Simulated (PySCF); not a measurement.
Species: C2H9FN2Si2.
SMILES: `N[Si@@H]1C[C@H](F)[SiH2]N1`

Computed with PySCF 2.14.0, density-fitted response routines, TDDFT PBE0/def2-SVPD, vertical, gas phase, core orbitals frozen in the response. The structure is a single GFN2-xTB conformer in the gas phase; no vibrational or solvent corrections.

Orbital energies (eV): HOMO-3 -8.86, HOMO-2 -8.03, HOMO-1 -7.85, HOMO -7.15, LUMO 0.27, LUMO+1 0.61, LUMO+2 0.96.

Computed singlets:

```json
{"state": "S1", "E (eV)": "6.17", "f": "0.023"}
{"state": "S2", "E (eV)": "6.63", "f": "0.021"}
{"state": "S3", "E (eV)": "6.84", "f": "0.042"}
{"state": "S4", "E (eV)": "7.09", "f": "0.0097"}
{"state": "S5", "E (eV)": "7.18", "f": "0.026"}
{"state": "S6", "E (eV)": "7.24", "f": "0.018"}
{"state": "S7", "E (eV)": "7.36", "f": "0.0095"}
{"state": "S8", "E (eV)": "7.42", "f": "0.0078"}
```

Question: Assign a leading configuration to S1 and S2 and set E beside the orbital difference Δε.

Answer: 

| state | leading configuration | weight | Δε (eV) | E (eV) | E − Δε (eV) | f | other configurations |
| --- | --- | --- | --- | --- | --- | --- | --- |
| S1 | HOMO→LUMO | 0.93 | 7.43 | 6.17 | -1.26 | 0.023 | – |
| S2 | HOMO→LUMO+1 | 0.85 | 7.77 | 6.63 | -1.13 | 0.021 | – |

E − Δε runs from -1.26 to -1.13 eV. Among themselves, these states come in the order of their orbital differences.

H and L stand for HOMO and LUMO. The other states: S3 6.84 eV, f 0.042, H→L+2 (58%), H-1→L (22%); S4 7.09 eV, f 0.0097, H→L+2 (30%), H-1→L (28%), H→L+3 (22%); S5 7.18 eV, f 0.026, H-2→L (44%), H-1→L (28%), H→L+3 (15%); S6 7.24 eV, f 0.018, H→L+3 (46%), H-2→L (39%); S7 7.36 eV, f 0.0095, H-1→L+1 (37%), H→L+5 (25%), H→L+4 (19%); S8 7.42 eV, f 0.0078, H-2→L+1 (60%), H-1→L+1 (21%).

Question: Which computed triplets share their leading configuration (75% or more) with a singlet, and how far apart are the partners?

Answer: 

| configuration | triplet | E(T) (eV) | singlet | E(S) (eV) | E(S) − E(T) (eV) |
| --- | --- | --- | --- | --- | --- |
| HOMO→LUMO | T1 | 5.86 | S1 | 6.17 | +0.30 |

The 3 triplets are Tamm–Dancoff values, the singlets full response.

Summed over the main configurations (up to three a state, each over 8%) of all 8 singlets, the electron leaves HOMO with weight 3.94, HOMO-2 with weight 1.43 and HOMO-1 with weight 1.35.

Without π bonds the low states are Rydberg-like; a valence basis with one diffuse set may place them up to an eV too high.
